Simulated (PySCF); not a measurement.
These are ωB97X-D3(BJ)/def2-TZVP // PBE0-D3(BJ)/def2-TZVP (PySCF) values and carry that method's errors. All species are isolated molecules in the gas phase. One relaxed conformer stands for a flexible species; it need not be the lowest. Excitations are Tamm–Dancoff values on a coarser integration grid. The basis has no diffuse functions, so Rydberg states are missing or too high.

Reference species (SMILES): `C1C(C1)S` (H–S–C–C torsion 37°) (neutral, multiplicity 1).

```
Quantity                   Value
----------------------  --------
HOMO                    -8.91 eV
S1 oscillator strength     0.000
HOMO–LUMO gap           11.48 eV
S1 excitation (TDA)      5.38 eV
```

After one change: the HOMO goes up by 0.31 eV; the S1 oscillator strength stays essentially unchanged; the HOMO–LUMO gap falls by 0.51 eV; the S1 excitation (TDA) goes up by 0.32 eV.

Problem. What was changed between the two runs? The new species is one of these.
A) `C=CCS` (C–C–C–S torsion -119°, C–C–S–H torsion 57°)
B) `C/C=C/S` (C–C–S–H torsion 0°)
C) `CCC=S` (C–C–C–S torsion 120°)
D) `C/C=C\S` (C–C–S–H torsion 0°)

Solution. D, `C/C=C\S` (C–C–S–H torsion 0°)
